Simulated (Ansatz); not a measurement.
Species: KOH, charge 1, doublet. KOH+ (parent SMILES [OH][K], doublet).
B3LYP-D3(BJ)/def2-TZVP minimum from Ansatz (a first-principles code):
```xyz
3

K      0.0000     0.0000    -0.8976
O      0.0000     0.0000     1.7862
H      0.0000     0.0000     2.7639
```
Charge +1, spin multiplicity 2.

Total energies in def2-QZVPP, 7 correlated electrons, 10 frozen orbitals. Radicals and triplets start from unrestricted determinants; spin-orbit coupling is neglected. Cores are frozen in correlated methods (noble-gas shells, and filled d and f shells in the p block). No relativity. The spin of HKO+ (parent SMILES [OH][K], doublet) was assumed, and the state is the lowest solution found for it.

```json
[
 {"method": "HF", "program": "Ansatz", "energy (Eh)": "-674.46320", "minus CCSDT(Q) (mEh)": "234.14"},
 {"method": "MP2", "program": "Ansatz", "energy (Eh)": "-674.67895", "minus CCSDT(Q) (mEh)": "18.39"},
 {"method": "CCSD", "program": "Ansatz", "energy (Eh)": "-674.69077", "minus CCSDT(Q) (mEh)": "6.57"},
 {"method": "CCSD(T)", "program": "Ansatz", "energy (Eh)": "-674.69684", "minus CCSDT(Q) (mEh)": "0.50"},
 {"method": "CCSDT(Q)", "program": "Ansatz", "energy (Eh)": "-674.69734", "minus CCSDT(Q) (mEh)": "0.00"}
]
```

Rough core times of Ansatz's runs on a shared machine: CCSD(T) 40 s, CCSDT(Q) 60 min.
